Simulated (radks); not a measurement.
Q: Species: the chromium ion Cr2+. Configuration: [Ar] 3d4. Method: scalar-relativistic Kohn-Sham, PBEsol, spin-polarised, spherical densities, finite nucleus; open shells are filled with parallel spins first; Fermi nuclear charge, rms radius 3.6452 fm; computed with a radial shooting solver on a logarithmic mesh with Libxc functionals. Some entries of the table are withheld. Estimate them.

| orbital | occ. | eigenvalue (hartree) | <1/r> (bohr^-1) | r(max) (bohr) |
|---|---|---|---|---|
| 1s down | 1 | -216.6345 | 23.86 | 0.04164 |
| 1s up | 1 | -216.6339 | 23.86 | 0.04164 |
| 2s up | 1 | -25.27702 | 5.042 | 0.2438 |
| 2s down | 1 | -25.21838 | 5.051 | 0.2436 |
| 2p up | 3 | -21.37250 | 4.945 | 0.1978 |
| 2p down | 3 | -21.32773 | 4.954 | 0.1976 |
| 3s up | 1 | -3.53772 | 1.573 | 0.7762 |
| 3s down | 1 | -3.38735 | 1.568 | 0.7768 |
| 3p up | 3 | -2.48758 | 1.438 | 0.7963 |
| 3p down | 3 | -2.33886 | 1.431 | 0.7973 |
| 3d up | 4 | -0.88699 | 1.094 | (1) |
| 3d down | 0 | -0.74652 | 1.067 | (2) |

A: 
(1) 3d up r(max) (bohr): 0.8170
(2) 3d down r(max) (bohr): 0.8256
